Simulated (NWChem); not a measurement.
System: SnH$_{2}$, singlet; SMILES [SnH2]

Excerpt of the output:

```
             Northwest Computational Chemistry Package (NWChem) 7.3.0
             --------------------------------------------------------

 C2V symmetry detected

                             Geometry "geometry" -> ""
                             -------------------------

 Output coordinates in angstroms (scale by  1.889725989 to convert to a.u.)

  No.       Tag          Charge          X              Y              Z
 ---- ---------------- ---------- -------------- -------------- --------------
    1 Sn                  50.0000     0.00000000     0.00000000     0.04832992
    2 H                    1.0000     1.26187900     0.00000000    -1.20824808
    3 H                    1.0000    -1.26187900     0.00000000    -1.20824808

 Effective nuclear repulsion energy (a.u.)      29.9250152805

      Symmetry information
      --------------------

 Group name             C2v
 Group number             16
 Group order               4
 No. of unique centers     2

                                 NWChem DFT Module
                                 -----------------

 Summary of "ao basis" -> "ao basis" (spherical)
 ------------------------------------------------------------------------------
       Tag                 Description            Shells   Functions and Types
 ---------------- ------------------------------  ------  ---------------------
 Sn                         def2-svp                10       26   4s4p2d
 H                          def2-svp                 3        5   2s1p

      Symmetry analysis of basis
      --------------------------

        a1         16
        a2          3
        b1         10
        b2          7

            General Information
            -------------------
          SCF calculation type: DFT
          Wavefunction type:  closed shell.
          No. of atoms     :     3
          No. of electrons :    24
           Alpha electrons :    12
            Beta electrons :    12
          Charge           :     0
          Spin multiplicity:     1
          Use of symmetry is: on ; symmetry adaption is: on
          Maximum number of iterations: 150
          AO basis - number of functions:    36
                     number of shells:    16
          Convergence on energy requested:  1.00D-06
          Convergence on density requested:  1.00D-05
          Convergence on gradient requested:  5.00D-04

              XC Information
              --------------
                          N12 Method XC Functional
                           N12 Exchange Functional  1.000
                         N12 Correlation Potential  1.000

             Grid Information
             ----------------
          Grid used for XC integration:  medium
          Radial quadrature: Mura-Knowles
          Angular quadrature: Lebedev.
          Tag              B.-S. Rad. Rad. Pts. Rad. Cut. Ang. Pts.
          ---              ---------- --------- --------- ---------
          Sn                  1.45      123           8.0       590
          H                   0.35       45           8.0       434
          Grid pruning is: on
          Number of quadrature shells:   168
          Spatial weights used:  Erf1

      Superposition of Atomic Density Guess
      -------------------------------------

 Sum of atomic energies:        -250.09430103

      Non-variational initial energy
      ------------------------------

 Total energy =    -214.213819
 1-e energy   =    -403.399972
 2-e energy   =     175.901726
 HOMO         =      -0.227123
 LUMO         =      -0.080562

      Symmetry analysis of molecular orbitals - initial
      -------------------------------------------------

  Numbering of irreducible representations:

     1 a1          2 a2          3 b1          4 b2

  Orbital symmetries:

     1 a1          2 b1          3 a1          4 b2          5 b1
     6 a1          7 a1          8 a2          9 b2         10 a1
    11 b1         12 a1         13 b2         14 b1         15 a1
    16 a1         17 b1         18 a1         19 b2         20 a1
    21 a2         22 b2

     ---------------------------------------------
      Total Density - Mulliken Population Analysis
     ---------------------------------------------

    Atom       Charge   Shell Charges
 -----------   ------   -------------------------------------------------------
    1 Sn  22    21.52   1.60  0.43  1.18  0.66  3.26  2.73  0.87  0.75  9.77  0.28
    2 H    1     1.24   0.69  0.54  0.01
    3 H    1     1.24   0.69  0.54  0.01

   convergence    iter        energy       DeltaE   RMS-Dens  Diis-err
 ---------------- ----- ----------------- --------- --------- ---------
 d= 0,ls=0.0,diis     1   -215.9941530459 -2.29D+02  3.02D-02  9.20D-02
 d= 0,ls=0.0,diis     2   -216.0041730968 -1.00D-02  1.22D-02  3.69D-02
 d= 0,ls=0.0,diis     3   -216.0116826309 -7.51D-03  2.99D-03  6.95D-03
 d= 0,ls=0.0,diis     4   -216.0129941439 -1.31D-03  6.45D-04  1.25D-04
 d= 0,ls=0.0,diis     5   -216.0130200591 -2.59D-05  1.80D-04  1.94D-05
  Resetting Diis
 d= 0,ls=0.0,diis     6   -216.0130253150 -5.26D-06  5.14D-06  9.30D-09
 d= 0,ls=0.0,diis     7   -216.0130253178 -2.86D-09  1.17D-06  2.46D-10

         Total DFT energy =     -216.013025317815
      One electron energy =     -404.355000620532
           Coulomb energy =      194.400105439484
    Exchange-Corr. energy =      -19.342556699732
 Nuclear repulsion energy =       13.284426562965

 Numeric. integr. density =       24.000015178643

                  Occupations of the irreducible representations
                  ----------------------------------------------

                     irrep           alpha         beta
                     --------     --------     --------
                     a1                6.0          6.0
                     a2                1.0          1.0
                     b1                3.0          3.0
                     b2                2.0          2.0

                       DFT Final Molecular Orbital Analysis
                       ------------------------------------

 Vector   10  Occ=2.000000D+00  E=-4.264064D-01  Symmetry=a1
              MO Center=  4.7D-16, -3.0D-17, -3.9D-01, r^2= 1.9D+00
   Bfn.  Coefficient  Atom+Function         Bfn.  Coefficient  Atom+Function
  ----- ------------  ---------------      ----- ------------  ---------------
     3      0.801686  1 Sn s                  2     -0.306547  1 Sn s
     1     -0.269612  1 Sn s                  4      0.183163  1 Sn s
    27      0.172111  2 H  s                 32      0.172111  3 H  s
    13     -0.097821  1 Sn pz                28      0.054174  2 H  s
    33      0.054174  3 H  s                 10      0.033938  1 Sn pz

 Vector   11  Occ=2.000000D+00  E=-2.467249D-01  Symmetry=b1
              MO Center= -2.3D-15, -4.1D-16, -7.8D-01, r^2= 2.7D+00
   Bfn.  Coefficient  Atom+Function         Bfn.  Coefficient  Atom+Function
  ----- ------------  ---------------      ----- ------------  ---------------
    11      0.372402  1 Sn px                27      0.309558  2 H  s
    32     -0.309558  3 H  s                 28      0.207835  2 H  s
    33     -0.207835  3 H  s                 14      0.174366  1 Sn px
     8     -0.125914  1 Sn px                20     -0.120347  1 Sn d  1
     5     -0.117085  1 Sn px                25      0.050553  1 Sn d  1

 Vector   12  Occ=2.000000D+00  E=-1.969978D-01  Symmetry=a1
              MO Center= -1.8D-15, -6.5D-16, -1.4D-03, r^2= 3.1D+00
   Bfn.  Coefficient  Atom+Function         Bfn.  Coefficient  Atom+Function
  ----- ------------  ---------------      ----- ------------  ---------------
     3      0.430840  1 Sn s                 13      0.403715  1 Sn pz
     4      0.277764  1 Sn s                 16      0.261863  1 Sn pz
    27     -0.229041  2 H  s                 32     -0.229041  3 H  s
    28     -0.188449  2 H  s                 33     -0.188449  3 H  s
     2     -0.161443  1 Sn s                 10     -0.135802  1 Sn pz

 Vector   13  Occ=0.000000D+00  E=-1.283561D-01  Symmetry=b2
              MO Center= -1.1D-15, -4.6D-15,  2.5D-02, r^2= 3.2D+00
   Bfn.  Coefficient  Atom+Function         Bfn.  Coefficient  Atom+Function
  ----- ------------  ---------------      ----- ------------  ---------------
    12      0.579383  1 Sn py                15      0.557841  1 Sn py
     9     -0.180736  1 Sn py                 6     -0.167120  1 Sn py

 Vector   14  Occ=0.000000D+00  E= 5.639338D-03  Symmetry=b1
              MO Center=  1.1D-14, -1.1D-15,  7.3D-02, r^2= 4.5D+00
   Bfn.  Coefficient  Atom+Function         Bfn.  Coefficient  Atom+Function
  ----- ------------  ---------------      ----- ------------  ---------------
    14      1.025840  1 Sn px                28     -0.729926  2 H  s
    33      0.729926  3 H  s                 11      0.400149  1 Sn px
    27     -0.210462  2 H  s                 32      0.210462  3 H  s
    20      0.145273  1 Sn d  1               8     -0.116829  1 Sn px
     5     -0.107735  1 Sn px                25     -0.065227  1 Sn d  1

 Vector   15  Occ=0.000000D+00  E= 4.107020D-02  Symmetry=a1
              MO Center=  1.4D-14,  6.1D-16, -9.8D-02, r^2= 4.8D+00
   Bfn.  Coefficient  Atom+Function         Bfn.  Coefficient  Atom+Function
  ----- ------------  ---------------      ----- ------------  ---------------
    16      1.088039  1 Sn pz                28      0.954851  2 H  s
    33      0.954851  3 H  s                  3     -0.778136  1 Sn s
     4     -0.492944  1 Sn s                 13      0.354733  1 Sn pz
     2      0.209948  1 Sn s                 27      0.186594  2 H  s
    32      0.186594  3 H  s                  1      0.155715  1 Sn s

     ---------------------------------------------
      Total Density - Mulliken Population Analysis
     ---------------------------------------------

    Atom       Charge   Shell Charges
 -----------   ------   -------------------------------------------------------
    1 Sn  22    21.77   1.60  0.43  1.42  0.43  3.26  2.75  1.13  0.69  9.72  0.33
    2 H    1     1.12   0.69  0.42  0.01
    3 H    1     1.12   0.69  0.42  0.01

     -------------------------------------------
      Total Density - Lowdin Population Analysis
     -------------------------------------------

    Atom       Charge   Shell Charges
 -----------   ------   -------------------------------------------------------
    1 Sn  22    21.77   1.19  0.79  1.08  0.65  3.01  2.84  1.17  0.94  9.45  0.64
    2 H    1     1.11   0.62  0.47  0.02
    3 H    1     1.11   0.62  0.47  0.02

     Multipole analysis of the density
     ---------------------------------

     L   x y z        total         alpha         beta         nuclear
     -   - - -        -----         -----         ----         -------
     0   0 0 0     -0.000000    -12.000000    -12.000000     24.000000

     1   1 0 0     -0.000000     -0.000000     -0.000000      0.000000
     1   0 1 0     -0.000000     -0.000000     -0.000000      0.000000
     1   0 0 1      0.276153      1.416701      1.416701     -2.557249

     2   2 0 0    -20.994121    -16.183404    -16.183404     11.372687
     2   1 1 0     -0.000000     -0.000000     -0.000000      0.000000
     2   1 0 1     -0.000000     -0.000000     -0.000000      0.000000
     2   0 2 0    -16.643424     -8.321712     -8.321712      0.000000
     2   0 1 1     -0.000000     -0.000000     -0.000000      0.000000
     2   0 0 2    -22.220298    -16.415168    -16.415168     10.610039
```

Level: N12/def2-SVP with def2 effective core potentials on Sn. Low-valent species are run as closed-shell singlets; no triplet was tried in these runs. All runs use the structure optimised with PBE0/def2-SVP. def2 effective core potentials on Sn; no spin-orbit coupling.

Problem. Reconstruct the input file.

Solution. This is not unique; one that fits is the input that was run:
```
start job
memory heap 200 mb stack 900 mb global 1100 mb
geometry units angstroms noautoz
  Sn     0.000000     0.000000     0.019422
  H      0.000000    -1.261879    -1.237156
  H      0.000000     1.261879    -1.237156
end
basis spherical
  Sn library def2-svp
  H library def2-svp
end
ecp
  Sn library def2-ecp
end
dft
  xc n12
  iterations 150
  mulliken
end
task dft energy
```
